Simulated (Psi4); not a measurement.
C₂H₇Al, charge +1, doublet (typed; the unrestricted solution is spin-contaminated), geometry from GFN2-xTB (such geometries of metal compounds can be far from the true shape) (a state made from the parent by changing its charge; the spin is typed, not shown lowest), with bond 4-2 at 1.8 times its length; HF/6-31G (Psi4).

Psi4 was given this input:
```
memory 2 GB

molecule mol {
1 2
  Al    0.212454   -0.058624   -0.178344
  C    -0.477015   -1.822075    0.479365
  H     0.142714   -2.580972   -0.028122
  H    -2.374826   -2.094286    0.001951
  H    -0.363442   -1.924192    1.566413
  C     0.054228    1.938774   -0.124172
  H     0.871299    2.309986   -0.766121
  H     0.178313    2.333339    0.892581
  H    -0.909010    2.279887   -0.525191
  H     1.386300   -0.382826   -1.166386
}

set basis 6-31g
set reference uhf
set stability_analysis check
set scf_type pk

energy('scf')
print_variables()
```

What the program printed (banner, timings and long lists left out):

```
   => Loading Basis Set <=

    Name: 6-31G
    Role: ORBITAL
    Keyword: BASIS

         ---------------------------------------------------------
                                   SCF
               by Justin Turney, Rob Parrish, Andy Simmonett
                          and Daniel G. A. Smith
                              UHF Reference
         ---------------------------------------------------------

  ==> Geometry <==

    Molecular point group: c1
    Full point group: C1

    Geometry (in Angstrom), charge = 1, multiplicity = 2:

       Center              X                  Y                   Z               Mass
    ------------   -----------------  -----------------  -----------------  -----------------
         AL           0.219658497020    -0.054473083498    -0.168440732234    26.981538530000
         C           -0.469810502980    -1.817924083498     0.489268267766    12.000000000000
         H            0.149918497020    -2.576821083498    -0.018218732234     1.007825032230
         H           -2.367621502980    -2.090135083498     0.011854267766     1.007825032230
         H           -0.356237502980    -1.920041083498     1.576316267766     1.007825032230
         C            0.061432497020     1.942924916502    -0.114268732234    12.000000000000
         H            0.878503497020     2.314136916502    -0.756217732234     1.007825032230
         H            0.185517497020     2.337489916502     0.902484267766     1.007825032230
         H           -0.901805502980     2.284037916502    -0.515287732234     1.007825032230
         H            1.393504497020    -0.378675083498    -1.156482732234     1.007825032230

  Running in c1 symmetry.

  Rotational constants: A =      0.96606  B =      0.13366  C =      0.12569 [cm^-1]
  Rotational constants: A =  28961.79828  B =   4006.90294  C =   3767.96342 [MHz]
  Nuclear repulsion =   92.021824498366854

  Charge       = 1
  Multiplicity = 2
  Electrons    = 31
  Nalpha       = 16
  Nbeta        = 15

  ==> Algorithm <==

  SCF Algorithm Type is PK.
  DIIS enabled.
  MOM disabled.
  Fractional occupation disabled.
  Guess Type is SAD.
  Energy threshold   = 1.00e-06
  Density threshold  = 1.00e-06
  Integral threshold = 1.00e-12

  ==> Primary Basis <==

  Basis Set: 6-31G
    Blend: 6-31G
    Number of shells: 31
    Number of basis functions: 45
    Number of Cartesian functions: 45
    Spherical Harmonics?: false
    Max angular momentum: 1

  ==> Integral Setup <==

  Using in-core PK algorithm.
   Calculation information:
      Number of atoms:                  10
      Number of AO shells:              31
      Number of primitives:             82
      Number of atomic orbitals:        45
      Number of basis functions:        45

      Integral cutoff                 1.00e-12
      Number of threads:                 1

  Performing in-core PK
  Using 1072260 doubles for integral storage.
  We computed 110869 shell quartets total.
  Whereas there are 123256 unique shell quartets.

  ==> DiskJK: Disk-Based J/K Matrices <==

    J tasked:                  Yes
    K tasked:                  Yes
    wK tasked:                  No
    Schwarz Cutoff:          1E-12

  Minimum eigenvalue in the overlap matrix is 1.9538909758E-02.
  Reciprocal condition number of the overlap matrix is 4.1374073819E-03.
    Using symmetric orthogonalization.

  ==> Pre-Iterations <==

  SCF Guess: Superposition of Atomic Densities via on-the-fly atomic UHF (no occupation information).

   -------------------------
    Irrep   Nso     Nmo
   -------------------------
     A         45      45
   -------------------------
    Total      45      45
   -------------------------

  ==> Iterations <==

                        Total Energy        Delta E     RMS |[F,P]|

   @UHF iter SAD:  -320.22731666425608   -3.20227e+02   0.00000e+00
   @UHF iter   1:  -321.06610349621985   -8.38787e-01   7.77763e-03 ADIIS/DIIS
   @UHF iter   2:  -321.15420123866915   -8.80977e-02   3.77659e-03 ADIIS/DIIS
   @UHF iter   3:  -321.17424659832488   -2.00454e-02   1.09943e-03 ADIIS/DIIS
   @UHF iter   4:  -321.18342347352888   -9.17688e-03   8.25907e-04 ADIIS/DIIS
   @UHF iter   5:  -321.18954908935615   -6.12562e-03   7.57586e-04 ADIIS/DIIS
   @UHF iter   6:  -321.20000895628260   -1.04599e-02   3.08610e-04 ADIIS/DIIS
   @UHF iter   7:  -321.20077726000932   -7.68304e-04   1.77929e-04 ADIIS/DIIS
   @UHF iter   8:  -321.20113638719539   -3.59127e-04   8.07229e-05 DIIS
   @UHF iter   9:  -321.20122688507809   -9.04979e-05   5.45487e-05 DIIS
   @UHF iter  10:  -321.20128862629770   -6.17412e-05   3.52461e-05 DIIS
   @UHF iter  11:  -321.20131556486876   -2.69386e-05   2.53767e-05 DIIS
   @UHF iter  12:  -321.20131948850752   -3.92364e-06   1.45625e-05 DIIS
   @UHF iter  13:  -321.20132173961133   -2.25110e-06   5.99294e-06 DIIS
   @UHF iter  14:  -321.20132201411820   -2.74507e-07   5.27067e-06 DIIS
   @UHF iter  15:  -321.20132230456744   -2.90449e-07   3.23650e-06 DIIS
   @UHF iter  16:  -321.20132245860015   -1.54033e-07   1.16891e-06 DIIS
   @UHF iter  17:  -321.20132248874222   -3.01421e-08   5.56178e-07 DIIS
  Energy and wave function converged.

    Wavefunction stable under totally symmetric rotations.
    Lowest totally symmetric eigenvalue: 0.044609
    Lowest UHF->UHF stability eigenvalues:
       A 0.044609

    Stability analysis over.

  ==> Post-Iterations <==

   @Spin Contamination Metric:   2.064962261E-01
   @S^2 Expected:                7.500000000E-01
   @S^2 Observed:                9.564962261E-01
   @S   Expected:                5.000000000E-01
   @S   Observed:                5.000000000E-01

    Orbital Energies [Eh]
    ---------------------

    Alpha Occupied:

       1A    -58.700002     2A    -11.563528     3A    -11.365680
       4A     -5.125706     5A     -3.440018     6A     -3.437565
       7A     -3.436463     8A     -1.187685     9A     -1.074633
      10A     -0.842359    11A     -0.786380    12A     -0.728853
      13A     -0.704694    14A     -0.695388    15A     -0.655955
      16A     -0.570688

    Alpha Virtual:

      17A     -0.205470    18A     -0.104539    19A     -0.076329
      20A     -0.001041    21A      0.027553    22A      0.060559
      23A      0.074492    24A      0.121949    25A      0.139995
      26A      0.147248    27A      0.212198    28A      0.217155
      29A      0.243873    30A      0.336081    31A      0.537044
      32A      0.565637    33A      0.626671    34A      0.684978
      35A      0.716853    36A      0.727658    37A      0.811539
      38A      0.946003    39A      0.972692    40A      0.987159
      41A      1.052626    42A      1.073256    43A      1.088614
      44A      1.146348    45A      1.239243

    Beta Occupied:

       1A    -58.699758     2A    -11.564500     3A    -11.366381
       4A     -5.125574     5A     -3.438293     6A     -3.437171
       7A     -3.435277     8A     -1.166007     9A     -1.075920
      10A     -0.843967    11A     -0.766099    12A     -0.702492
      13A     -0.695907    14A     -0.654195    15A     -0.558989

    Beta Virtual:

      16A     -0.277163    17A     -0.124069    18A     -0.102941
      19A     -0.043441    20A      0.003301    21A      0.033538
      22A      0.057726    23A      0.092271    24A      0.124446
      25A      0.142222    26A      0.151559    27A      0.212430
      28A      0.218225    29A      0.249549    30A      0.342762
      31A      0.535092    32A      0.582466    33A      0.643110
      34A      0.694351    35A      0.724699    36A      0.725443
      37A      0.923384    38A      0.940226    39A      0.984889
      40A      0.992779    41A      1.070452    42A      1.074924
      43A      1.093327    44A      1.146918    45A      1.239681

    Final Occupation by Irrep:
              A
    DOCC [    15 ]
    SOCC [     1 ]
    NA   [    16 ]
    NB   [    15 ]

  @UHF Final Energy:  -321.20132248874222

   => Energetics <=

    Nuclear Repulsion Energy =             92.0218244983668541
    One-Electron Energy =                -618.6001106923642965
    Two-Electron Energy =                 205.3769637052551786
    Total Energy =                       -321.2013224887422211

  UHF NO Occupations:
  HONO-2 :   14  A 1.9950475
  HONO-1 :   15  A 1.8968840
  HONO-0 :   16  A 1.0000000
  LUNO+0 :   17  A 0.1031160
  LUNO+1 :   18  A 0.0049525
  LUNO+2 :   19  A 0.0003639
  LUNO+3 :   20  A 0.0001279

Computation Completed

Properties will be evaluated at   0.000000,   0.000000,   0.000000 [a0]

Properties computed using the SCF density matrix

 Multipole Moments:

 ------------------------------------------------------------------------------------
     Multipole            Electronic (a.u.)      Nuclear  (a.u.)        Total (a.u.)
 ------------------------------------------------------------------------------------

 L = 1.  Multiply by 2.5417464519 to convert [e a0] to [Debye]
 Dipole X            :          0.2446834           -1.1582662           -0.9135828
 Dipole Y            :         -2.1188908            0.0223882           -2.0965026
 Dipole Z            :          0.5052429            0.1978837            0.7031267
 Magnitude           :                                                    2.3925601

 ------------------------------------------------------------------------------------

  Variable Map:
  ----------------------------------------------------------------------------
  "CURRENT ENERGY"           =>    -321.201322488742
  "CURRENT REFERENCE ENERGY" =>    -321.201322488742
  "DD SOLVATION ENERGY"      =>       0.000000000000
  "HF KINETIC ENERGY"        =>     321.223256523020
  "HF POTENTIAL ENERGY"      =>    -642.424579011762
  "HF TOTAL ENERGY"          =>    -321.201322488742
  "HF VIRIAL RATIO"          =>       1.999931717166
  "NUCLEAR REPULSION ENERGY" =>      92.021824498367
  "ONE-ELECTRON ENERGY"      =>    -618.600110692364
  "PCM POLARIZATION ENERGY"  =>       0.000000000000
  "PE ENERGY"                =>       0.000000000000
  "SCF ITERATION ENERGY"     =>    -321.201322488742
  "SCF ITERATIONS"           =>      17.000000000000
  "SCF TOTAL ENERGY"         =>    -321.201322488742
  "TWO-ELECTRON ENERGY"      =>     205.376963705255

  Array Variable Map:
  ----------------------------------------------------------------------------
  "CURRENT DIPOLE"           =>      -0.913582838951 ... 0.703126650094 1 by 3
  "SCF DIPOLE"               =>      -0.913582838951 ... 0.703126650094 1 by 3
  "SCF STABILITY EIGENVALUES" =>       0.044609151722 ... 0.044609151722 1 by 1
  "SCF TOTAL ENERGIES"       =>    -320.227316664256 ... -321.201322488742 1 by 18
```
